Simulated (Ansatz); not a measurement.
Relaxed structures of AlHBrO (charge -1), singlet (PBE0-D4/def2-TZVPD; forces vanish, vibrations not checked; lower isomers may exist, and structures with a doubtful reference or unclear bonds are left out; Å). Program: Ansatz 0.2.0. Basis: def2-TZVPPD. Cores are frozen in the correlated methods. Filled d shells of the heavier atoms are correlated. The def2 sets are not built for correlating such inner shells, so the correlated values are less sure here.

Q: Rank them by CCSD(T) energy, lowest first, and give each one's height above the lowest. Links in brackets join atoms within 1.22 times the sum of their covalent radii (1.1 for two metals). (An estimate is asked for; the value comes from the calculation.)
A.
AlHBrO ([O][AlH][Br]), total charge -1
```
4
angstrom
O 0.5588 -1.3101 1.1541
Al 0.2098 -0.0763 0.1558
Br -1.8373 0.1741 -1.0350
H 1.0687 1.2123 -0.2749
```
B.
AlHBrO ([O][Br][AlH]), total charge -1
```
4
angstrom
O -3.3240 -0.0730 -0.4848
Al 0.1529 -0.0965 0.4765
Br -1.7846 0.6433 -0.8886
H 0.8317 1.0108 -0.6039
```
C.
AlHBrO ([OH][Al][Br]), total charge -1
```
4
angstrom
O 0.1352 -1.4632 1.2021
Al 0.4543 -0.0717 0.1561
Br -1.8014 0.0933 -0.9218
H 0.9128 -1.6896 1.7178
```

A: By the calculation: C (0.000 eV), A (0.358 eV), B (5.579 eV). Heights count from the lowest.

No T1 diagnostic of these runs exceeds 0.018. The restricted Hartree–Fock reference is unstable towards an unrestricted one at one or more of these structures.

For scale, one of the runs: CCSD(T)/def2-TZVPPD, 162 basis functions, launched by `ansatz run in.yaml --threads 2 --pin off --events-out ev --progress --plain --max-ram 4352MiB`. The run took 24 s on 2 CPU threads of an Intel Xeon Platinum 8488C (shared host), with 1.2 GiB of host memory at its peak.
